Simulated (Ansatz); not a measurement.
Reaction (substitution at a C–C bond): `CC1=C(N)S1` + `CN[SiH3]` → `CN(C)[SiH3]` + `NC1=CS1`

Computed with Ansatz on PBE0-D4/def2-TZVP structures; ΔE is electronic, products minus reactants. CBS: MP2 limit from def2 TZ/QZ plus the TZ coupled-cluster correction, frozen cores. DFT in def2-TZVPP. B3LYP here is the variant with VWN-RPA as its local correlation; programs differ in this. Each species was taken in one conformer, which may not be the lowest.

```
             level  ΔE (kcal/mol)
            PBE-D4           12.6
            B2PLYP           12.8
              PBE0           13.1
             B3LYP           13.0
    MP2/def2-TZVPP           12.8
   CCSD/def2-TZVPP           11.9
CCSD(T)/def2-TZVPP           11.8
    CCSD/CBS(def2)           12.4
```

Q: What does CCSD(T)/CBS give? (An estimate is asked.)

A: The calculation gave: +12.3 kcal/mol. The listed levels differ from it by 0.3, 0.5, 0.8, 0.7, 0.5, -0.4, -0.5, 0.1 kcal/mol.

Largest T1 diagnostic among the species: 0.013.

The D4 term adds −0.7 kcal/mol with B3LYP and −0.4 kcal/mol with PBE0; it sums over pairs of atoms, weighted by their polarisabilities, and B3LYP, whose exchange is more repulsive, gets the larger term.
